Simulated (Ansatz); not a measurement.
Ansatz results at the PBE0-D4/def2-TZVP geometry: HOMO energy (PBE/def2-TZVPP) -5.99 eV; size of the dipole moment (B3LYP/def2-TZVPP) 2.17 D; HOMO–LUMO gap (B3LYP/def2-TZVPP) 6.28 eV.

Each molecule was computed in one conformer, which needn't be the lowest.

Task: Which molecule gave them?
A. `C[SiH]1[AlH][SnH2]1`
B. `[SiH3][CH2][SnH2][SH]`
C. `[F][Al]([SiH3])[SH]`
D. `[CH3][SnH2][SiH2]S`

Result: B. The others give `[F][Al]([SiH3])[SH]`: -6.80, 0.55, 6.08; `[CH3][SnH2][SiH2]S`: -5.98, 0.92, 6.34; `C[SiH]1[AlH][SnH2]1`: -5.18, 1.51, 3.37.

B3LYP here is the variant with VWN-RPA as its local correlation; programs differ in this.
